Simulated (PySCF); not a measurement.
BHN, SMILES B=[N] (connectivity only; charge and spin as stated), charge -1, multiplicity 1. Atoms are numbered in the order given.

```xyz
3

B      0.0000     0.0000     0.5882
N      0.0000     0.0000    -0.6734
H      0.0000     0.0000     1.7725
```
Charge -1, spin multiplicity 1.

Coordinates come from a B3LYP-D3(BJ)/def2-TZVPD optimisation. The spin state was assumed, not searched. The isomer is the one that the SMILES or the coordinates give; other isomers of the formula were not compared.

Calculation: PySCF with PBE0/def2-TZVPD.

Mulliken values depend strongly on the basis, most of all with diffuse functions as here. Atomic charges (e):

| atom | meta-Löwdin | Mulliken |
|---|---|---|
| B1 | (withheld) | -0.85 |
| N2 | (withheld) | -0.10 |
| H3 | (withheld) | -0.05 |

**Question.** Fill in the missing entries. (The exact figures need the calculation; the answer reports its results.)

**Answer.** 
- B1, meta-Löwdin: -0.42
- N2, meta-Löwdin: -0.55
- H3, meta-Löwdin: -0.03
